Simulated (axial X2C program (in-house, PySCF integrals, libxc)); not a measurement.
## Excited states of GeN⁻ by EOM-EE-CCSD

Calculated with an in-house all-electron X2C program for linear molecules (integrals from PySCF): two-component X2C with atomic mean-field Coulomb and Gaunt terms, Gaussian nuclei, basis Ge dyall-acv3z, N dyall-av3z with contracted cores.

R = 1.666 Å (near the PBE0 minimum at charge -1 of the determinant lowest at the starting distance; the state shown can have its own minimum elsewhere).

Hartree–Fock spinors of GeN⁻ (one of each Kramers pair; a window near the gap, which can cut inner shells):

```tsv
ω	occupied	ε (eV)	character
1/2	yes	-20.73	61% N s, 13% Ge s, 12% Ge p
1/2	yes	-8.80	40% N p, 37% Ge s, 10% N s
1/2	yes	-3.92	42% N p, 30% Ge p, 19% Ge s
3/2	yes	-3.23	64% N p, 28% Ge p, 4% Ge d
1/2	yes	-3.06	61% N p, 31% Ge p, 3% Ge d
1/2	no	3.72	86% Ge p, 12% Ge s
3/2	no	3.74	96% Ge p, 2% Ge d
1/2	no	3.74	96% Ge p, 2% Ge d
1/2	no	4.45	73% Ge s, 12% Ge p, 10% N p
1/2	no	6.56	72% N p, 16% Ge d, 8% Ge s
1/2	no	6.68	36% Ge d, 34% N p, 25% Ge p
```

Vertical excitation energies from the closed-shell determinant state of GeN⁻:

| Ω | excitation (eV) | cm⁻¹ | hole of the leading pair | particle of the leading pair | weight of the pair (for Ω = 0 its time-reversed partner can hold as much again) | singles weight |
| --- | --- | --- | --- | --- | --- | --- |
| 1 | 2.461 | 19851 | 64% N pπ, 28% Ge pπ | 47% Ge pπ, 30% N pπ, 13% Ge dπ | 0.51 | 0.95 |
| 0⁻ | 2.464 | 19872 | 61% N pπ, 31% Ge pπ | 47% Ge pπ, 30% N pπ, 13% Ge dπ | 0.24 | 0.95 |
| 0⁺ | 2.924 | 23587 | 51% N pσ, 25% Ge pσ, 13% Ge sσ | 52% Ge pπ, 22% N pπ, 19% Ge dπ | 0.46 | 0.93 |
| 0⁻ | 2.926 | 23597 | 51% N pσ, 25% Ge pσ, 13% Ge sσ | 52% Ge pπ, 22% N pπ, 19% Ge dπ | 0.46 | 0.93 |
| 1 | 2.941 | 23722 | 49% N pσ, 24% Ge pσ, 13% Ge sσ | 52% Ge pπ, 22% N pπ, 19% Ge dπ | 0.49 | 0.93 |
| 2 | 2.960 | 23873 | 50% N pσ, 25% Ge pσ, 13% Ge sσ | 56% Ge pπ, 20% N pπ, 18% Ge dπ | 0.92 | 0.93 |
| 1 | 3.099 | 24996 | 61% N pπ, 31% Ge pπ | 51% Ge pπ, 25% N pπ, 16% Ge dπ | 0.92 | 0.94 |
| 2 | 3.106 | 25054 | 64% N pπ, 28% Ge pπ | 52% Ge pπ, 25% N pπ, 16% Ge dπ | 0.51 | 0.94 |
| 3 | 3.114 | 25117 | 64% N pπ, 28% Ge pπ | 55% Ge pπ, 22% N pπ, 15% Ge dπ | 0.93 | 0.93 |

This point took 54 s on 1 thread of Intel(R) Xeon(R) Processor @ 2.30GHz, with other jobs on the host.

Reference electrons by ω block (each with its −ω partner): 1/2: 14, 3/2: 5, 5/2: 1. 10 electrons of GeN⁻ correlated (inner shells frozen), 88 natural virtual spinors (a truncated set); levels can be off by some tenths of an eV. Roots sought by Ω: (0: 5, 1: 4, 2: 3, 3: 1); the list ends where they run out and leaves out roots under 60 % singles weight. The solver can skip a root, and states that need a further excitation, which the method places far too high, are missing though they may lie low or lowest. T1 of the reference 0.029 (Lee–Taylor). Some roots did not converge and are left out. The highest Hartree–Fock level of the anion lies at -3.06 eV; relaxation, partly offset by correlation, puts the detachment threshold some tenths of an eV to over one eV lower in magnitude, and states above it are held by the basis set and are not bound. Number of frozen shells: Ge 3 s, 2 p, 1 d; N 1 s. Large amplitudes in the reference (orbital relaxation or multireference character) lower the reliability.
